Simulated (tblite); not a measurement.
Compound: C4H8ClGeO (doublet state).
Atom-mapped SMILES: `[CH3:1][C:2]([CH3:3])([C:4]=[O:5])[GeH2:6][Cl:7]` (hydrogens: H8, H9, H10 on C1; H11, H12, H13 on C3; H14, H15 on Ge6)
Bond orders are those of one Lewis drawing.

Computed with GFN2-xTB (tblite), gas phase: L-BFGS steps from a force-field or distance-geometry start until the largest atomic force falls under 0.01 eV/Å.

Step 2: E = -629.4847 eV
```
atom  x, y, z in Å  |  force x, y, z in eV/Å
C1     -0.9987    0.9074   -0.8092    0.120  -0.194   0.025
C2     -0.3275   -0.0118    0.2046    0.195  -0.302  -0.269
C3     -0.1427   -1.4341   -0.3387    0.090   0.073   0.061
C4     -1.0592    0.0574    1.4721    0.169  -0.521  -0.030
O5     -1.4593   -0.8474    2.1399   -0.107   0.103   0.387
Ge6     1.5164    0.7374    0.3752    0.334   0.188   0.261
Cl7     2.6072   -0.1734    1.9407   -0.039   0.187  -0.211
H8     -1.7363    0.3382   -1.3841    0.112   0.404   0.073
H9     -1.4509    1.7061   -0.2378   -0.334   0.268  -0.247
H10    -0.2201    1.3299   -1.4482   -0.365   0.005  -0.373
H11     0.6433   -1.9672    0.2064   -0.305  -0.014   0.087
H12     0.1851   -1.3445   -1.3657    0.076  -0.046  -0.331
H13    -1.0673   -1.9934   -0.3151   -0.152  -0.184   0.109
H14     2.1622    0.4561   -1.0084   -0.053   0.102   0.408
H15     1.3433    2.2473    0.5465    0.259  -0.069   0.051
```

Step 3: E = -629.5233 eV
```
atom  x, y, z in Å  |  force x, y, z in eV/Å
C1     -0.9970    0.9067   -0.8078    0.107  -0.085   0.070
C2     -0.3252   -0.0183    0.2011    0.229  -0.140  -0.173
C3     -0.1419   -1.4372   -0.3422   -0.005   0.093   0.005
C4     -1.0540    0.0485    1.4687    0.041  -0.651   0.177
O5     -1.4629   -0.8475    2.1501    0.047   0.318   0.135
Ge6     1.5265    0.7426    0.3819    0.070   0.098   0.134
Cl7     2.6056   -0.1690    1.9352    0.052   0.124  -0.086
H8     -1.7336    0.3471   -1.3824   -0.016   0.256  -0.005
H9     -1.4571    1.7097   -0.2448   -0.251   0.200  -0.210
H10    -0.2287    1.3295   -1.4561   -0.270   0.021  -0.339
H11     0.6364   -1.9668    0.2084   -0.183  -0.085   0.111
H12     0.1858   -1.3453   -1.3695    0.071  -0.087  -0.308
H13    -1.0680   -1.9954   -0.3123   -0.132  -0.165   0.066
H14     2.1608    0.4583   -0.9995   -0.008   0.098   0.352
H15     1.3488    2.2452    0.5474    0.247   0.006   0.070
```

Step 4: E = -629.5739 eV
```
atom  x, y, z in Å  |  force x, y, z in eV/Å
C1     -0.9920    0.9069   -0.8021   -0.015   0.087  -0.021
C2     -0.3150   -0.0316    0.1927    0.116   0.152   0.082
C3     -0.1427   -1.4424   -0.3522   -0.044   0.002  -0.099
C4     -1.0411    0.0214    1.4635   -0.043  -0.424   0.311
O5     -1.4697   -0.8447    2.1750    0.217   0.343  -0.154
Ge6     1.5443    0.7541    0.3963   -0.388  -0.058  -0.095
Cl7     2.6050   -0.1584    1.9244    0.239  -0.019   0.185
H8     -1.7306    0.3680   -1.3807   -0.196  -0.020  -0.077
H9     -1.4734    1.7193   -0.2637   -0.048   0.065  -0.083
H10    -0.2508    1.3295   -1.4792   -0.080   0.040  -0.201
H11     0.6203   -1.9691    0.2157   -0.027  -0.154   0.063
H12     0.1886   -1.3497   -1.3824    0.025  -0.183  -0.162
H13    -1.0711   -2.0023   -0.3058   -0.066  -0.072  -0.045
H14     2.1585    0.4648   -0.9744    0.103   0.076   0.185
H15     1.3653    2.2422    0.5511    0.206   0.166   0.110
```

**Question.** Estimate the geometry and energy of step 5. (The exact step hangs on the optimiser's Hessian estimate; all steps are aligned on step 4, rigid shifts and turns removed.)

**Answer.** E = -629.5865 eV, largest force 0.371 eV/Å
```
atom  x, y, z in Å  |  force x, y, z in eV/Å
C1     -0.9911    0.9080   -0.8012   -0.078   0.094  -0.068
C2     -0.3108   -0.0330    0.1917    0.003   0.128   0.069
C3     -0.1432   -1.4439   -0.3562   -0.034  -0.037  -0.088
C4     -1.0367    0.0121    1.4641    0.022  -0.139   0.188
O5     -1.4698   -0.8427    2.1819    0.168   0.148  -0.079
Ge6     1.5432    0.7562    0.3987   -0.361  -0.061  -0.058
Cl7     2.6085   -0.1559    1.9244    0.231  -0.020   0.187
H8     -1.7327    0.3733   -1.3813   -0.186  -0.062  -0.048
H9     -1.4783    1.7230   -0.2697    0.010   0.032  -0.050
H10    -0.2578    1.3301   -1.4882   -0.047   0.031  -0.140
H11     0.6155   -1.9719    0.2183   -0.023  -0.138   0.014
H12     0.1897   -1.3536   -1.3882    0.004  -0.197  -0.088
H13    -1.0730   -2.0051   -0.3048   -0.021  -0.014  -0.077
H14     2.1595    0.4677   -0.9651    0.127   0.065   0.125
H15     1.3727    2.2439    0.5538    0.186   0.171   0.114
```

The energy changes by -0.0126 eV. The first-order estimate −F·Δx gives -0.0156 eV and the mean of the old and new forces, exact on a quadratic surface, -0.0126 eV. The step makes an angle of 57° with the force vector and moves no atom by more than 0.011 Å.

What follows is the cost of the whole relaxation. Time: 0.76 s wall. Hardware: Arm Neoverse V1, one thread (shared host).
